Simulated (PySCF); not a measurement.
Electron correlation in Al (aluminium, neutral)

[Ne] 3s1 3p2, high-spin 4P determinant (an excited configuration). Computed with PySCF 2.14 in x2c-QZVPPall, with scalar relativity by spin-free X2C-1e. Frozen: 1s2; 11 electrons correlated.

```tsv
level	correlation energy (mhartree)
CCSD	-179.79
(T)	-1.60
CCSD(T)	-181.39
```

Diagnostics: T1 = 0.0048, D1 = 0.0167, largest double amplitude 0.069.

Task: Is a single reference adequate?

Result: Yes: T1 lies below 0.03 and no double amplitude reaches 0.07.

This basis was not built for core-valence correlation, so the inner-shell part is incomplete.
